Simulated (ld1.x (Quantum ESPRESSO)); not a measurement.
# arsenic: one change to an ultrasoft potential, before and after

* Element: As (Z = 33)
* Generator: ld1.x (Quantum ESPRESSO) 7.5
* Type: ultrasoft
* Functional: LDA (PZ)
* Relativity: scalar-relativistic
* Frozen core: [Ar] 3d10
* Valence charge: 5
* Reference configuration: 4s1.75 4p3.25
* Partial waves: 4s (bound): rcut 1.60, rcutus 1.85 bohr; 4s channel at -0.8 Ry: rcut 1.60, rcutus 1.85 bohr; 4p (bound): rcut 1.45, rcutus 1.65 bohr; 4p channel at 1.5 Ry: rcut 1.45, rcutus 1.65 bohr; 4d channel at 0.1 Ry: rcut 1.35, rcutus 1.50 bohr
* Local potential: all-electron potential smoothed inside 1.50 bohr (lloc = -1)
* Core correction: a·sin(br)/r model core inside 1.40 bohr
* Augmentation charge: PSQ, inside the norm-conserving radii

All-electron outer shells of the reference configuration (LDA (PZ), scalar-relativistic, ld1.x):

| shell | level (eV) | outermost node (bohr) | outermost maximum (bohr) |
| --- | --- | --- | --- |
| 3p | -133.84 | 0.22 | 0.52 |
| 3d | -41.31 | – | 0.47 |
| 4s | -14.93 | 0.73 | 1.59 |
| 4p | -5.51 | 0.78 | 1.97 |

Change: local potential all-electron potential smoothed inside 0.86 bohr (lloc = -1).

Cutoffs: the cutoffs (Ry, on a coarse ladder) from which the occupation-weighted sum of valence levels, in a spherical-Bessel basis at the reference potential, stays within 10 and 1 mRy of its value at 400 Ry; they do not see the model core or the augmentation charge, which bear on the density cutoff. Errors are all-electron minus pseudo energies relative to the spin-unpolarised reference configuration.

Task: How do hardness, ghosts and transferability respond?

Result: The potential gets harder (8 Ry and 18 Ry → 8 Ry and 21 Ry); a bound ghost appears in s, which as a rule spoils a file; the errors of the 9 common tests hardly move; the range in which the p phases agree narrows (upper end at the end of the scan → 3.3). A state that the projectors do not describe sees the local part alone, so a deeper or shallower local part can create or remove a ghost.

| quantity | base | changed |
| --- | --- | --- |
| cutoff, loose | 8 Ry | 8 Ry |
| cutoff, tight | 18 Ry | 21 Ry |
| bound ghosts | none | s |
| error for 4s2 4p3, meV [ΔE -2.35 eV] | +0.1 | +0.1 |
| error for 4s2 4p2, meV [ΔE 6.98 eV] | -3.6 | -3.6 |
| error for 4s2 4p1, meV [ΔE 25.14 eV] | -33 | -33 |
| error for 4s0 4p5, meV [ΔE 16.86 eV] | -6.0 | -5.9 |
| error for 4s1 4p3, meV [ΔE 17.14 eV] | -13 | -13 |
| error for 4s1 4p4, meV [ΔE 7.14 eV] | -1.5 | -1.5 |
| error for 4s2 4p3.3, meV [ΔE -3.62 eV] | -0.2 | -0.2 |
| error for 4s1.75 4p3.25 (spin-polarised), meV [ΔE -1.35 eV] | +23 | +23 |
| error for 4s2 4p3 (spin-polarised), meV [ΔE -3.67 eV] | +23 | +23 |
| s: phases at 2.01 bohr within 0.05 rad from the reference energy up to (Ry; the scan ends near 5) | 4.3 | to the end of the scan |
| p: phases at 2.01 bohr within 0.05 rad from the reference energy up to (Ry; the scan ends near 5) | to the end of the scan | 3.3 |
| d: phases at 2.01 bohr within 0.05 rad from the reference energy up to (Ry; the scan ends near 5) | 0.8 | 0.7 |
| lowest overlap eigenvalue by channel | s 0.35, p 0.60, d 1.00 | s 0.12, p 0.51, d 1.00 |

 A true bound ghost makes a file unfit for plane-wave use even where its test errors are small: the radial tests pick states by their node count and pass the ghost by.
